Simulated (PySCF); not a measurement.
## Computed vibrations of [Y(NH3)3]3+

[Y(NH3)3]3+ (singlet). PySCF 2.14.0, RKS PBE0, Y def2-SVP with ECP28, N def2-SVP, H def2-SVP; non-relativistic Hamiltonian with scalar-relativistic core potentials where named; density fitting; no spin-orbit coupling. Central differences of gradients.

```xyz
13

Y     0.0000    0.0000    0.0000
N     2.3672    0.0008    0.0000
H     2.8158   -0.4682    0.8095
H     2.8158   -0.4682   -0.8095
H     2.8159    0.9357    0.0000
N    -1.1843    2.0497    0.0000
H    -1.0025    2.6726    0.8095
H    -1.0025    2.6726   -0.8095
H    -2.2183    1.9708    0.0000
N    -1.1829   -2.0505    0.0000
H    -1.8133   -2.2045    0.8095
H    -1.8133   -2.2045   -0.8095
H    -0.5977   -2.9065    0.0000
```

Run from Python with OMP_NUM_THREADS=2. Where DIIS fails, smearing, a level shift and second-order steps follow.
It took 4.3 min on 2 threads of Intel(R) Xeon(R) Processor @ 2.50GHz (Skylake/Cascade Lake), on a shared host.

(1) What are the harmonic wavenumbers and infrared intensities?

(2) Is this a minimum?

Answers

(1) Modes are labelled in C3h; negative numbers are unstable modes, those under 60 cm⁻¹ near the noise; a finer grid moves soft modes by up to 10 cm⁻¹.
```json
{"cm⁻¹": "-45", "km/mol": "–", "symmetry": "a''"}
{"cm⁻¹": "-39", "km/mol": "–", "symmetry": "a''"}
{"cm⁻¹": "-38", "km/mol": "–", "symmetry": "e''"}
{"cm⁻¹": "-38", "km/mol": "–", "symmetry": "e''"}
{"cm⁻¹": "93", "km/mol": "3.8", "symmetry": "e'"}
{"cm⁻¹": "93", "km/mol": "3.8", "symmetry": "e'"}
{"cm⁻¹": "372", "km/mol": "0.0", "symmetry": "a'"}
{"cm⁻¹": "400", "km/mol": "17.6", "symmetry": "e'"}
{"cm⁻¹": "400", "km/mol": "17.6", "symmetry": "e'"}
{"cm⁻¹": "643", "km/mol": "0.0", "symmetry": "a'"}
{"cm⁻¹": "656", "km/mol": "0.0", "symmetry": "e''"}
{"cm⁻¹": "656", "km/mol": "0.0", "symmetry": "e''"}
{"cm⁻¹": "674", "km/mol": "217.7", "symmetry": "a''"}
{"cm⁻¹": "689", "km/mol": "98.0", "symmetry": "e'"}
{"cm⁻¹": "689", "km/mol": "98.0", "symmetry": "e'"}
{"cm⁻¹": "1414", "km/mol": "208.9", "symmetry": "e'"}
{"cm⁻¹": "1414", "km/mol": "208.9", "symmetry": "e'"}
{"cm⁻¹": "1418", "km/mol": "0.0", "symmetry": "a'"}
{"cm⁻¹": "1601", "km/mol": "155.7", "symmetry": "a''"}
{"cm⁻¹": "1601", "km/mol": "77.5", "symmetry": "e'"}
{"cm⁻¹": "1601", "km/mol": "77.5", "symmetry": "e'"}
{"cm⁻¹": "1603", "km/mol": "0.0", "symmetry": "a'"}
{"cm⁻¹": "1604", "km/mol": "0.0", "symmetry": "e''"}
{"cm⁻¹": "1604", "km/mol": "0.0", "symmetry": "e''"}
{"cm⁻¹": "3342", "km/mol": "359.7", "symmetry": "e'"}
{"cm⁻¹": "3342", "km/mol": "359.7", "symmetry": "e'"}
{"cm⁻¹": "3352", "km/mol": "0.0", "symmetry": "a'"}
{"cm⁻¹": "3411", "km/mol": "0.0", "symmetry": "e''"}
{"cm⁻¹": "3411", "km/mol": "0.0", "symmetry": "e''"}
{"cm⁻¹": "3412", "km/mol": "528.7", "symmetry": "a''"}
{"cm⁻¹": "3416", "km/mol": "0.0", "symmetry": "a'"}
{"cm⁻¹": "3418", "km/mol": "256.3", "symmetry": "e'"}
{"cm⁻¹": "3418", "km/mol": "256.3", "symmetry": "e'"}
```

(2) Probably not: 4 unstable, though so soft as to be near the noise; the lowest moves the atoms so:
```
Y    0.00  0.00 -0.12
N    0.00  0.00  0.20
H   -0.10 -0.13  0.18
H    0.10  0.13  0.18
H    0.00  0.00  0.41
N    0.00  0.00  0.20
H    0.16 -0.02  0.18
H   -0.16  0.02  0.18
H    0.00  0.00  0.41
N    0.00  0.00  0.20
H   -0.06  0.15  0.18
H    0.06 -0.15  0.18
H    0.00  0.00  0.41
```
